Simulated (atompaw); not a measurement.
Plane-wave convergence, PAW (atompaw) potential for hydrogen (H)

- Element: hydrogen
- Generator: atompaw 4.2.0.5
- Type: PAW
- Functional: PBEsol
- Relativity: scalar-relativistic
- Frozen core: none
- Valence charge: 1
- Reference configuration: 1s1
- Partial waves: 1s (bound): rc 1.70 bohr; 1s channel at 0.1 Ry: rc 1.70 bohr; 2p channel at 0.45 Ry: rc 1.45 bohr
- Local potential: bessel scheme, radius 1.15 bohr
- Core correction: none
- Augmentation charge: sinc compensation charge, radius 1.55 bohr; PAW radius 1.70 bohr; waves and projectors: modrrkj vanderbiltortho

The pseudo-atom Hamiltonian at the reference potential is diagonalised in spherical Bessel functions j_l(qr) that vanish at 20 bohr, with q² up to the cutoff. All-electron valence levels (Ry): 1s -0.4654.

Problem. How do the lowest levels (Ry) of each channel move with the cutoff, and are there ghosts?

Solution.

| cutoff (Ry) | s #1 | s #2 | p #1 | d #1 | f #1 | f #2 | Σ f·Δε (mRy) |
| --- | --- | --- | --- | --- | --- | --- | --- |
| 8 | -0.4631 | 0.0120 | 0.0304 | 0.0769 | 0.1189 | 0.2589 | 2.3 |
| 10 | -0.4645 | 0.0119 | 0.0304 | 0.0769 | 0.1189 | 0.2589 | 0.9 |
| 12 | -0.4651 | 0.0119 | 0.0304 | 0.0769 | 0.1189 | 0.2589 | 0.3 |
| 15 | -0.4653 | 0.0119 | 0.0304 | 0.0769 | 0.1189 | 0.2589 | 0.1 |
| 400 | -0.4654 | 0.0111 | 0.0304 | 0.0769 | 0.1189 | 0.2589 | 0.0 |

Result: no extra level below or beside the all-electron valence levels (s, p, d, f tested); 10 mRy is reached at 6 Ry and 1 mRy at 10 Ry.
